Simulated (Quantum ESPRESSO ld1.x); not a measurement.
Question: The indium ion In4+, 45 electrons, occupied as [Kr] 4d9. Calculated with ld1.x of Quantum ESPRESSO 7.5: non-relativistic Kohn-Sham, exchange-only LDA, spin-polarised, spherical densities, point nucleus; open shells are filled with parallel spins first; relativity is left out, which matters for an element this heavy. Some entries of the table are withheld. Estimate them.

orbital,occ.,eigenvalue (Ry),r(max) (bohr),<1/r> (bohr^-1)
1s up,1,-1970.69,0.021,48.43
1s down,1,-1970.69,0.021,48.43
2s up,1,-291.596,0.114,11.05
2s down,1,-291.576,0.114,11.05
2p up,3,-272.692,0.089,11.06
2p down,3,-272.677,0.089,11.06
3s up,1,-57.8781,0.328,3.964
3s down,1,-57.8642,0.328,3.964
3p up,3,-50.1290,0.315,3.888
3p down,3,-50.1142,0.315,3.888
3d up,5,-35.7211,0.258,3.746
3d down,5,-35.7021,0.258,3.746
4s up,1,-11.5237,0.796,1.575
4s down,1,-11.4529,0.796,1.575
4p up,3,-8.97224,0.822,1.467
4p down,3,-8.90146,0.822,1.467
4d up,5,-4.75343,0.912,1.200
4d down,4,-4.68570,0.912,1.198
5s up,0,-3.15286,(1),0.6075
5s down,0,-3.12038,(2),0.6038
5p up,0,-2.52476,2.18,0.5387
5p down,0,-2.49878,2.18,0.5347
5d up,0,(3),2.89,0.4102
5d down,0,(4),2.91,0.4065
4f up,0,-1.25751,2.48,0.4355
4f down,0,-1.23592,2.58,0.4216

Answer: 
(1) 5s up r(max) (bohr): 1.95
(2) 5s down r(max) (bohr): 1.97
(3) 5d up eigenvalue (Ry): -1.61196
(4) 5d down eigenvalue (Ry): -1.59803
